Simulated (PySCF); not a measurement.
cycl[3.3.3]borane (C12H9B), SMILES C1=CC2=CC=CC3=CC=CC(=C1)B23. Geometry: B3LYP-D3(BJ)/def2-SVP.

Computed with B3LYP-D3(BJ)/def2-SVP in PySCF 2.14.0.

Harmonic wavenumbers (cm⁻¹): 147, 168, 168, 311, 342, 408, 408, 444, 444, 446, 446, 448, 597, 597, 602, 735, 770, 776, 776, 826, 826, 847, 877, 956, 976, 976, 1021, 1021, 1024, 1033, 1033, 1075, 1100, 1100, 1195, 1195, 1216, 1255, 1264, 1264, 1371, 1419, 1419, 1434, 1434, 1506, 1532, 1569, 1570, 1628, 1628, 3121, 3121, 3123, 3123, 3124, 3124, 3187, 3187, 3187. Rotational constants (GHz): 1.071, 1.071, 0.5356; symmetry number 6.

**Question.** Work out the zero-point energy and the ideal-gas rigid-rotor harmonic-oscillator thermochemistry at 298.15 K and 1 atm.

**Answer.** ZPE = ½ Σ hcν = ½ × 75920 cm⁻¹ = 108.53 kcal/mol. H − E(el) = 114.80 kcal/mol. Entropy in cal/(mol K): translation 41.19, rotation 27.08, vibration 20.40, total 88.67. G − E(el) = 88.36 kcal/mol. Cp = 40.72 cal/(mol K). Modes under 150 cm⁻¹ make the vibrational entropy uncertain.
